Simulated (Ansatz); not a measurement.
System: GeF2, charge 0, singlet. GeF2 (SMILES [F][Ge][F]).
B3LYP-D3(BJ)/def2-TZVP minimum from Ansatz (an electronic-structure program):
```xyz
3

Ge     0.0109    -0.0062     0.4176
F      0.6316     1.1604    -0.7423
F     -0.6702    -1.1385    -0.7424
```

Property: atomisation energy (electronic, to ground-state atoms), in kJ/mol. Radicals and triplets start from unrestricted determinants; spin-orbit coupling is neglected. Cores are frozen in correlated methods (noble-gas shells, and filled d and f shells in the p block). No relativity. CBS(X,Y): correlation extrapolated as X^-3, Hartree-Fock from the larger set (Q,5: extrapolated as (X+1)exp(-9√X)). A bracket is a step between two methods taken in the basis named.

CCSD(T)/CBS(cc-pVQZ,cc-pV5Z) + [CCSDT(Q) - CCSD(T)]/cc-pVTZ + [CCSDTQ - CCSDT(Q)]/cc-pVDZ (Ansatz) gives 1094.1 kJ/mol.

Problem. How far off this value is PBE/def2-TZVPD (Ansatz), in which direction, and which of these levels come nearer: wB97M-V/def2-TZVPD, CCSD(T)/CBS(cc-pVQZ,cc-pV5Z)?

Solution. PBE gives 1120.2 kJ/mol, 26.1 kJ/mol above it. Differences of the others: wB97M-V/def2-TZVPD (Ansatz) -14.4; CCSD(T)/CBS(cc-pVQZ,cc-pV5Z) (Ansatz) 0.0 kJ/mol. Nearer than PBE: wB97M-V/def2-TZVPD, CCSD(T)/CBS(cc-pVQZ,cc-pV5Z).
